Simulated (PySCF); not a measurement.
**Effect of structural changes**

Computed, not measured: PySCF 2.14.0, TDA wB97X-D/def2-TZVP excited states, vertical, gas phase. Geometry: PBE0-D3(BJ)/def2-SVP.

Each molecule in one low-energy conformer.

(1) How does the vertical S1–T1 gap change along this series?
- FC=C=C(F)C(F)(F)F (H replaced by CF3)
- CN(C)C(F)=C=CF (H replaced by N(CH3)2)
- CB(C)C(F)=C=CF (H replaced by B(CH3)2)

Answers

(1) 
| molecule | S1 (eV) | S1 from | f(S1) | T1 (eV) | T1 from | S1 − T1 (eV) | S0–T1 spin-orbit coupling (cm⁻¹) | S1–T1 spin-orbit coupling (cm⁻¹) |
| --- | --- | --- | --- | --- | --- | --- | --- | --- |
| FC=C=C(F)C(F)(F)F | 5.53 | HOMO→LUMO | 0.001 | 4.32 | HOMO−1→LUMO | 1.20 | 0.33 | 15.56 |
| CN(C)C(F)=C=CF | 4.78 | HOMO→LUMO | 0.008 | 4.11 | HOMO→LUMO / HOMO→LUMO+1 | 0.67 | 4.60 | 11.63 |
| CB(C)C(F)=C=CF | 4.61 | HOMO→LUMO | 0.001 | 3.67 | HOMO−1→LUMO | 0.94 | 0.42 | 9.94 |

The vertical S1–T1 gap is lowest for CN(C)C(F)=C=CF and highest for FC=C=C(F)C(F)(F)F.
